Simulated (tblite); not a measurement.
Species: C7H6ClO2P.
SMILES with atom numbers: `[CH3:1][O:2][c:3]1[cH:4][c:5]([Cl:6])[cH:7][c:8]([CH:9]=[O:10])[p:11]1` (hydrogens: H12, H13, H14 on C1; H15 on C4; H16 on C7; H17 on C9)

Geometry (GFN2-xTB, Å), atoms numbered from 1 in this order:
```xyz
17
C7H6ClO2P angstrom
C      3.1708    0.3224   -0.2168
O      2.0096    1.0851    0.0205
C      0.8005    0.4769    0.0851
C      0.6048   -0.8795   -0.0758
C     -0.6577   -1.4663   -0.0145
Cl    -0.7539   -3.1797   -0.2475
C     -1.8216   -0.7657    0.2170
C     -1.8315    0.6117    0.4152
C     -3.0842    1.3177    0.6662
O     -3.1354    2.5094    0.8454
P     -0.4491    1.6828    0.4026
H      3.9893    1.0393   -0.2486
H      3.3469   -0.3952    0.5903
H      3.1139   -0.2060   -1.1731
H      1.4463   -1.5310   -0.2590
H     -2.7602   -1.3011    0.2472
H     -3.9955    0.6913    0.6844
```

Level: GFN2-xTB in tblite, geometry and Hessian alike; calculated harmonic values, unscaled, isolated species. Against measured fundamentals such values can be off by several per cent, at times by over 20. One conformer, not necessarily the lowest.

Harmonic wavenumbers (cm⁻¹): 67.9, 93.6, 131.0, 139.5, 162.7, 166.4, 207.1, 253.9, 280.5, 313.3, 381.2, 405.3, 422.0, 483.1, 492.3, 561.4, 647.4, 742.8, 760.5, 815.6, 854.9, 855.5, 925.3, 1007.9, 1107.7, 1114.7, 1143.5, 1155.6, 1194.9, 1238.5, 1311.0, 1361.3, 1387.2, 1399.9, 1466.7, 1471.8, 1476.6, 1535.8, 1720.1, 2778.4, 2943.5, 2954.2, 3034.3, 3070.7, 3088.5.

A = 898.4, B = 717.4, C = 399.9 MHz; mass 187.979 u (most abundant isotopes); point group Cs, symmetry number 1.

Task: What is the zero-point energy?

Result: ½Σν̃ = 24563 cm⁻¹ = 70.23 kcal/mol.

Task: Entropy at 200 K, 1 bar (ideal gas, RRHO, classical rotation)?

Result: Translation 39.64, rotation 30.31, vibration 20.54: S = 90.5 cal/(mol K).

Task: And Cp and H(200 K) − H(0)?

Result: Cp = 32.11 cal/(mol K), of which vibrations give 24.16 (their classical limit is 45 R = 89.4); H(200 K) − H(0) = 3.98 kcal/mol without the zero-point energy, 2.39 from vibrations.

Task: What must be added to the electronic energy to get the Gibbs energy at 200 K and 1 bar?

Result: ZPE + [H(200 K) − H(0)] − T·S = 70.23 + 3.98 − 18.10 = 56.11 kcal/mol.

Task: Which modes carry the vibrational entropy at 200 K?

Result: 67.9 cm⁻¹: 3.43; 93.6 cm⁻¹: 2.81; 131.0 cm⁻¹: 2.18; 139.5 cm⁻¹: 2.06; 162.7 cm⁻¹: 1.78; 166.4 cm⁻¹: 1.74 cal/(mol K); the other 39 give 6.53 together.

Task: Blend soft modes into free rotors: weight 1/[1 + (100 cm⁻¹/ν̃)⁴] for the oscillator and the rest for a rotor with moment μB/(μ + B), μ = h/(8π²ν), B = 10⁻⁴⁴ kg m². What vibrational entropy results?

Result: 20.01 cal/(mol K) in place of 20.54, which changes −T·S at 200 K by +0.11 kcal/mol.

Hindered rotation and anharmonicity are outside this model. Other conformers, if any are populated, would add a mixing term that is left out.
